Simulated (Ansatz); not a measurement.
Relaxation of CH10N2SiSn (15 atoms, charge 0, multiplicity 1), to a largest force component of 0.015 eV/Å in at most 40 steps.

These are results of Ansatz 0.2.0, RKS PBE0/def2-SVP, not measurements.

```xyz
15
Properties=species:S:1:pos:R:3
N 1.975 -0.160 -0.161
C 0.920 -0.780 0.660
N 0.464 -2.058 0.118
Sn 1.601 -1.061 2.609
Si 3.512 -2.717 2.656
H 1.576 0.849 -0.439
H 2.823 0.020 0.397
H 0.094 -0.043 0.655
H 1.236 -2.734 -0.009
H 0.090 -1.877 -0.896
H 2.107 0.403 3.356
H 0.266 -1.755 3.599
H 4.626 -2.220 1.869
H 3.963 -2.991 4.030
H 3.037 -3.994 2.067
```

Q: Where does it end, and by what steps?

A: The run converged. After 10 steps the energy has fallen by 0.685 eV; H7 moved furthest, 0.69 Å.

```csv
step,energy less start (eV),largest force component (eV/Å),accepted
0,0.0000,3.206,yes
1,-0.4484,1.371,yes
2,-0.5832,0.430,yes
3,-0.6167,0.409,yes
4,-0.6554,0.255,yes
5,-0.6743,0.293,yes
6,-0.6733,0.363,no
7,-0.6830,0.070,yes
8,-0.6842,0.049,yes
9,-0.6845,0.033,yes
10,-0.6846,0.012,yes
```

```xyz
15
Properties=species:S:1:pos:R:3
N 1.784 0.026 -0.233
C 0.881 -0.745 0.596
N 0.546 -2.038 0.062
Sn 1.517 -1.072 2.688
Si 3.480 -2.745 2.692
H 1.806 1.008 0.035
H 2.741 -0.322 -0.193
H -0.051 -0.161 0.681
H 1.362 -2.647 0.027
H 0.225 -1.937 -0.903
H 2.080 0.429 3.328
H 0.254 -1.642 3.705
H 4.623 -2.203 1.888
H 3.976 -3.028 4.074
H 3.068 -4.041 2.066
```

Whether the end is a true minimum wasn't checked by a vibrational analysis.

The run took 63 s on 2 threads of Arm Neoverse V2 (shared host), peak memory 0.41 GiB.
